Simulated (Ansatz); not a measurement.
## Two structures, one formula

The two ends of one reaction step of SiH5BrO, closed shell (PBE0-D4/def2-TZVP).

A:

Si1  (-1.088, -0.027, -0.010)
Br2  (2.847, -0.167, -0.365)
H3  (-1.234, -1.343, -0.690)
H4  (-2.420, 0.516, 0.340)
O5  (-0.242, -0.135, 1.393)
H6  (1.874, 0.644, -1.016)
H7  (-0.419, 0.897, -0.977)
H8  (0.683, -0.385, 1.325)
(Å)

B:

```json
{"atom": "Si1", "x (Å)": "-0.2579", "y (Å)": "-0.6763", "z (Å)": "0.4481"}
{"atom": "Br2", "x (Å)": "1.7842", "y (Å)": "-0.4118", "z (Å)": "-0.3941"}
{"atom": "H3", "x (Å)": "-0.7197", "y (Å)": "-1.9989", "z (Å)": "-0.0317"}
{"atom": "H4", "x (Å)": "-1.1068", "y (Å)": "0.4308", "z (Å)": "-0.0275"}
{"atom": "O5", "x (Å)": "-0.2437", "y (Å)": "-0.5785", "z (Å)": "2.0780"}
{"atom": "H6", "x (Å)": "0.3692", "y (Å)": "1.9855", "z (Å)": "-2.1619"}
{"atom": "H7", "x (Å)": "-0.1240", "y (Å)": "2.4470", "z (Å)": "-2.4803"}
{"atom": "H8", "x (Å)": "0.2986", "y (Å)": "-1.1978", "z (Å)": "2.5694"}
```

Ansatz 0.2.0; basis: def2-TZVPP; cores frozen in the correlated methods. Filled d shells of the heavier atoms are correlated. The def2 sets are not built for correlating such inner shells, so the correlated values are less sure here. B3LYP uses VWN-RPA correlation.

(1) Which structure is lower at CCSD(T), and by how much? (An estimate is asked for; the value comes from the calculation.)

T1 diagnostic: at most 0.009.

Results:

(1) The calculation gives: B, by 72.8 kJ/mol (electronic energy, against the other). By their contacts, A is a complex of SiH₄O ([OH][SiH3]) + HBr and B is a complex of SiH₃BrO ([OH][SiH2][Br]) + H₂.

All methods give the same order:

| method | E(B) − E(A) (kJ/mol) |
| --- | --- |
| SPW92 | -68.4 |
| PBE-D4 | -77.5 |
| BLYP-D4 | -74.7 |
| r2SCAN-D4 | -81.6 |
| B97M-V | -72.2 |
| PBE0-D4 | -77.8 |
| B3LYP-D4 | -74.7 |
| r2SCAN0-D4 | -81.2 |
| BHLYP-D4 | -75.1 |
| CAM-B3LYP-D4 | -70.8 |
| wB97X-V | -75.8 |
| wB97M-V | -78.2 |
| B2PLYP | -76.2 |
| PBE-QIDH | -80.2 |
| RPA on PBE | -67.9 |
| HF | -73.2 |
| MP2 | -82.4 |
| CCSD | -70.9 |
| CCSD(T) | -72.8 |

Labels in which every atom is bracketed show which atoms are joined, not bond orders.

For scale, one of the runs: CCSD(T)/def2-TZVPP, 191 basis functions, launched by `ansatz run in.yaml --threads 4 --pin off --events-out ev --progress --plain --max-ram 9574MiB`. Time: 62 s of wall clock on 4 CPU threads of an AMD EPYC 7R43; the host was shared. Peak host memory: 2.1 GiB.
